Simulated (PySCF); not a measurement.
# `C[C@H]1[C@H](S)[C@]12C[C@@H]2F`, C6H9FS

Geometry (Å), atoms numbered from 1 in this order:
```xyz
17

C    -1.3864   -1.2632    1.1132
C    -0.8422   -0.3737    0.0246
C    -0.6019    1.0965    0.3005
S    -0.9338    2.3145   -0.9892
C     0.5355    0.1672    0.1099
C     1.7947    0.1098   -0.6761
C     1.7996   -0.1281    0.8112
F     2.0185   -1.4002    1.2583
H    -1.0751   -2.2913    0.9410
H    -1.0118   -0.9513    2.0850
H    -2.4741   -1.2289    1.1275
H    -1.1985   -0.6149   -0.9716
H    -0.7936    1.4843    1.2934
H    -2.2618    2.2301   -0.9166
H     1.9460   -0.7492   -1.3132
H     2.2272    1.0261   -1.0503
H     2.2506    0.5843    1.4921
```

Computed, not measured: TDDFT B3LYP/def2-SVPD circular dichroism and optical rotation, one conformer, gas phase in PySCF. Geometry: GFN2-xTB.

The molecule is flexible and this is one conformer; a measurement averages over conformers. States above about 6.7 eV (minus the energy of the highest occupied orbital) lie near or above the ionisation threshold and depend on the basis.

(1) Draw the ECD and absorption spectra from the lowest 8 states, each a Gaussian of half-width 0.2 eV at 1/e height.

Answers

(1) 
```tsv
E (eV)	λ (nm)	Δε (L mol⁻¹ cm⁻¹)	ε (L mol⁻¹ cm⁻¹)
4.95	250	-0.01	0.693
5.10	243	-0.15	16.8
5.25	236	-1.14	132
5.40	230	-2.92	338
5.55	223	-2.47	324
5.70	218	-1.20	543
5.85	212	-1.93	1610
6.00	207	-2.08	1780
6.15	202	-0.71	657
6.30	197	+0.32	268
6.45	192	+0.32	787
6.60	188	-3.56	1280
6.75	184	-0.28	1370
6.90	180	+23.02	2090
7.05	176	+33.18	2470
```
Δε uses R in velocity form, ε uses f in length form. Only the states computed contribute, so the short-wavelength end is incomplete.
